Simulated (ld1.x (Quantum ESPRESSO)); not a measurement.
**Transferability test, TM potential for Rb**

* Element: rubidium (Rb)
* Generator: ld1.x (Quantum ESPRESSO) 7.5
* Type: norm-conserving Troullier–Martins (Kleinman–Bylander form)
* Functional: PBE
* Relativity: scalar-relativistic
* Frozen core: [Ar] 3d10
* Valence charge: 9
* Reference configuration: 4s2 4p6 5s1 5p0
* Partial waves: 4s (bound): rc 1.50 bohr; 4p (bound): rc 1.70 bohr; 4d channel at 0.1 Ry: rc 1.50 bohr
* Local potential: the d channel
* Core correction: none

Occupied shells without a wave of their own: 5s. They enter only through the test configuration that unscreens the potential.

Energies are relative to the spin-unpolarised reference configuration 4s2 4p6 5s1 5p0; without spin polarisation the order of configurations can differ from experiment.

**Question.** Give the all-electron excitation energy and the error of the potential for: 4s2 4p6 5s0 5p0; 4s2 4p6 5s0.5 5p0; 4s2 4p6 5s0 5p1; 4s2 4p5 5s1 5p0; 4s1 4p6 5s1 5p0.

**Answer.**

| valence configuration | charge | ΔE all-electron (eV) | error AE − PS (meV) |
| --- | --- | --- | --- |
| 4s2 4p6 5s0 5p0 | +1 | 4.154 | +33 |
| 4s2 4p6 5s0.5 5p0 | +0.5 | 1.578 | +13 |
| 4s2 4p6 5s0 5p1 | 0 | 1.520 | +20 |
| 4s2 4p5 5s1 5p0 | +1 | 21.140 | -21 |
| 4s1 4p6 5s1 5p0 | +1 | 37.735 | -27 |

Levels in the configuration 4s2 4p6 5s0 5p0:

```
level  all-electron (eV)  pseudo (eV)
   4s            -37.631      -37.596
   4p            -21.650      -21.618
```
